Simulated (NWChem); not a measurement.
System: C$_{3}$H$_{5}$NS; SMILES [C@H]1(C)SC=N1

NWChem input:

```
start job
memory heap 200 mb stack 900 mb global 1100 mb
geometry units angstroms noautosym nocenter noautoz
  C     -0.435965    -1.857547     0.296562
  C      0.031979    -0.650818    -0.467803
  N      1.345796    -0.154734    -0.096479
  C      0.946226     1.011649     0.244188
  S     -0.793516     0.981387    -0.012725
  H     -0.396183    -1.673101     1.379576
  H      0.225805    -2.706567     0.062804
  H     -1.464361    -2.129891     0.017979
  H     -0.046158    -0.785758    -1.559022
  H      1.558242     1.847086     0.608109
end
basis spherical
  * library def2-svp
end
dft
  xc pbe0
  iterations 150
end
cosmo
  do_cosmo_smd true
  solvent clbenzen
end
task dft energy
```

Parts of the log:

```
             Northwest Computational Chemistry Package (NWChem) 7.3.0
             --------------------------------------------------------

                             Geometry "geometry" -> ""
                             -------------------------

 Output coordinates in angstroms (scale by  1.889725989 to convert to a.u.)

  No.       Tag          Charge          X              Y              Z
 ---- ---------------- ---------- -------------- -------------- --------------
    1 C                    6.0000    -0.43596500    -1.85754700     0.29656200
    2 C                    6.0000     0.03197900    -0.65081800    -0.46780300
    3 N                    7.0000     1.34579600    -0.15473400    -0.09647900
    4 C                    6.0000     0.94622600     1.01164900     0.24418800
    5 S                   16.0000    -0.79351600     0.98138700    -0.01272500
    6 H                    1.0000    -0.39618300    -1.67310100     1.37957600
    7 H                    1.0000     0.22580500    -2.70656700     0.06280400
    8 H                    1.0000    -1.46436100    -2.12989100     0.01797900
    9 H                    1.0000    -0.04615800    -0.78575800    -1.55902200
   10 H                    1.0000     1.55824200     1.84708600     0.60810900

 Effective nuclear repulsion energy (a.u.)     217.0546093874

                                 NWChem DFT Module
                                 -----------------

 Summary of "ao basis" -> "ao basis" (spherical)
 ------------------------------------------------------------------------------
       Tag                 Description            Shells   Functions and Types
 ---------------- ------------------------------  ------  ---------------------
 C                          def2-svp                 6       14   3s2p1d
 N                          def2-svp                 6       14   3s2p1d
 S                          def2-svp                 8       18   4s3p1d
 H                          def2-svp                 3        5   2s1p

 in cosmo_initialize ...
 calling solv_data for solv:clbenzen

 solvent parameters
 solvname_short: clbenzen
 solvname_long:  chlorobenzene
 dielec:        5.6968
 dielecinf:     2.3229
 nonaqueous SMD model solvent descriptors
 dielec:        5.6968
 sola:          0.0000
 solb:          0.0700
 solc:          0.8570
 solg:         47.4800
 solh:          0.1430
 soln:          1.5241

          ---------------
          -cosmo- solvent
          ---------------
 Cosmo: York-Karplus, doi: 10.1021/jp992097l
 dielectric constant -eps-     =   5.70
 screen = (eps-1)/(eps    )    =   0.82446
 surface charge correction     = lagrangian

   van der Waals surface
 --------------------------

[...]

                                COSMO-SMD solvation results
                                ---------------------------

             internal energy in gas <Psi(g)|H|Psi(g)> =      -569.634688666310
         internal energy in solvent <Psi(s)|H|Psi(s)> =      -569.633950382536
                               delta internal energy  =         0.000738283775 (    0.46 kcal/mol)
   total free energy in solvent <Psi(s)|H+V/2|Psi(s)> =      -569.641635085826
 polarization energy contribution <Psi(s)|V/2|Psi(s)> =        -0.007684703290 (   -4.82 kcal/mol)
    total free energy in solvent including G(SMD-CDS) =      -569.643359479755
                       G(SMD-CDS) energy contribution =        -0.001724393929 (   -1.08 kcal/mol)
     1 M fixed-concentration free energy of solvation =        -0.008670813444 (   -5.44 kcal/mol)

                       DFT Final Molecular Orbital Analysis
                       ------------------------------------

 Vector   21  Occ=2.000000D+00  E=-3.392481D-01
              MO Center=  2.1D-01, -3.7D-02, -1.2D-01, r^2= 3.2D+00
   Bfn.  Coefficient  Atom+Function         Bfn.  Coefficient  Atom+Function
  ----- ------------  ---------------      ----- ------------  ---------------
    90     -0.278342   9 H  s                20      0.271950   2 C  pz
    34      0.197418   3 N  pz               69     -0.196110   5 S  pz
    48     -0.193216   4 C  pz               66     -0.167525   5 S  pz
    47      0.157954   4 C  py               75     -0.156038   6 H  s
     6     -0.153405   1 C  pz               46      0.143163   4 C  px

 Vector   22  Occ=2.000000D+00  E=-2.826913D-01
              MO Center=  6.7D-01,  1.7D-01, -5.3D-02, r^2= 2.8D+00
   Bfn.  Coefficient  Atom+Function         Bfn.  Coefficient  Atom+Function
  ----- ------------  ---------------      ----- ------------  ---------------
    32      0.411959   3 N  px               67     -0.318473   5 S  px
    35     -0.301657   3 N  px               31     -0.253577   3 N  s
    64     -0.240666   5 S  px               18      0.212003   2 C  px
    68      0.184546   5 S  py               33     -0.177149   3 N  py
    46      0.150023   4 C  px               30     -0.145341   3 N  s

 Vector   23  Occ=2.000000D+00  E=-2.593607D-01
              MO Center= -2.6D-01,  6.8D-01, -4.2D-02, r^2= 2.4D+00
   Bfn.  Coefficient  Atom+Function         Bfn.  Coefficient  Atom+Function
  ----- ------------  ---------------      ----- ------------  ---------------
    69      0.552202   5 S  pz               66      0.371821   5 S  pz
    34      0.284131   3 N  pz               68     -0.233564   5 S  py
    37     -0.229121   3 N  pz               63      0.211685   5 S  pz
    65     -0.153707   5 S  py               33     -0.092259   3 N  py
    62     -0.087296   5 S  py               36      0.083816   3 N  py

 Vector   24  Occ=0.000000D+00  E=-7.332746D-03
              MO Center=  8.2D-01,  5.1D-01,  5.8D-02, r^2= 2.5D+00
   Bfn.  Coefficient  Atom+Function         Bfn.  Coefficient  Atom+Function
  ----- ------------  ---------------      ----- ------------  ---------------
    51      0.566853   4 C  pz               37     -0.445088   3 N  pz
    48      0.443073   4 C  pz               34      0.374332   3 N  pz
     3      0.328077   1 C  s                69     -0.282485   5 S  pz
    86     -0.196750   8 H  s                91     -0.195357   9 H  s
    50     -0.176652   4 C  py               36      0.168049   3 N  py

 Vector   25  Occ=0.000000D+00  E=-3.244765D-03
              MO Center= -4.8D-01,  5.7D-01, -7.0D-02, r^2= 2.9D+00
   Bfn.  Coefficient  Atom+Function         Bfn.  Coefficient  Atom+Function
  ----- ------------  ---------------      ----- ------------  ---------------
    17      1.024406   2 C  s                68      0.768924   5 S  py
    45     -0.765088   4 C  s                22      0.486264   2 C  py
    69      0.329828   5 S  pz               67      0.309029   5 S  px
    19      0.300637   2 C  py               49      0.264450   4 C  px
    96      0.252808  10 H  s                44     -0.243499   4 C  s

 Vector   26  Occ=0.000000D+00  E= 9.117771D-02
              MO Center=  1.8D-01,  8.6D-02, -3.8D-02, r^2= 4.7D+00
   Bfn.  Coefficient  Atom+Function         Bfn.  Coefficient  Atom+Function
  ----- ------------  ---------------      ----- ------------  ---------------
    31      1.053183   3 N  s                 3     -0.807084   1 C  s
    21     -0.777646   2 C  px               60     -0.733388   5 S  s
    67     -0.715912   5 S  px               81      0.682129   7 H  s
    96     -0.585043  10 H  s                50      0.577542   4 C  py
    45      0.548519   4 C  s                49     -0.521340   4 C  px

     Multipole analysis of the density
     ---------------------------------

     L   x y z        total         alpha         beta         nuclear
     -   - - -        -----         -----         ----         -------
     0   0 0 0     -0.000000    -23.000000    -23.000000     46.000000

     1   1 0 0     -0.421871     -0.074026     -0.074026     -0.273819
     1   0 1 0     -0.127927     -0.243985     -0.243985      0.360044
     1   0 0 1     -0.044345     -0.086589     -0.086589      0.128832

     2   2 0 0    -30.343455    -75.976225    -75.976225    121.608995
     2   1 1 0      3.428128     -3.008756     -3.008756      9.445640
     2   1 0 1      0.951829      0.057487      0.057487      0.836854
     2   0 2 0    -24.501679   -125.904866   -125.904866    227.308053
     2   0 1 1      1.440910      1.184439      1.184439     -0.927967
     2   0 0 2    -27.194946    -26.049936    -26.049936     24.904926
```

Level: PBE0/def2-SVP, SMD on the gas-phase geometry. Structure relaxed at the PBE0/def2-SVP level. Solvent: chlorobenzene.
